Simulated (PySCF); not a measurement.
C₅H₅Cl. Atoms are numbered in the order given.

```xyz
11

C     -0.9168    -3.0831     0.0000
C      0.0668    -2.2243     0.0000
C      1.0549    -1.3526     0.0000
C      0.9292     0.1064     0.0000
C     -0.2306     0.7754     0.0000
Cl    -0.3215     2.4931     0.0000
H     -1.3452    -3.4599     0.9363
H     -1.3452    -3.4599    -0.9363
H      2.0771    -1.7497     0.0000
H      1.8621     0.6766     0.0000
H     -1.2048     0.2794     0.0000
```

Geometry: PBE0-D3(BJ)/def2-SVP. The structure was generated by enumeration; whether it is a known compound was not checked. Other conformers were not sampled.

Level of theory: PBE/pcSseg-1 (PySCF).

GIAO shieldings, no solvent; atoms alike by connectivity are averaged. δ = σ(ref) − σ: ¹³C against TMS (σ = 182.0 ppm); ³⁵Cl against HCl (σ = 936.5 ppm); ¹H against TMS (σ = 31.49 ppm), references at their B3LYP-D3(BJ)/def2-TZVP geometries, non-relativistic (without spin–orbit terms, shifts of atoms bonded to Cl or Br come out too high).

Computed chemical shifts:
```
nucleus   atoms  count  δ (ppm)
-------  ------  -----  -------
¹³C          C2      1    224.4
¹³C          C5      1    137.4
¹³C          C4      1    130.1
¹³C          C3      1     93.7
¹³C          C1      1     83.9
³⁵Cl        Cl6      1    254.1
¹H          H11      1     6.70
¹H           H9      1     5.93
¹H          H10      1     5.91
¹H       H7, H8      2     5.61
```
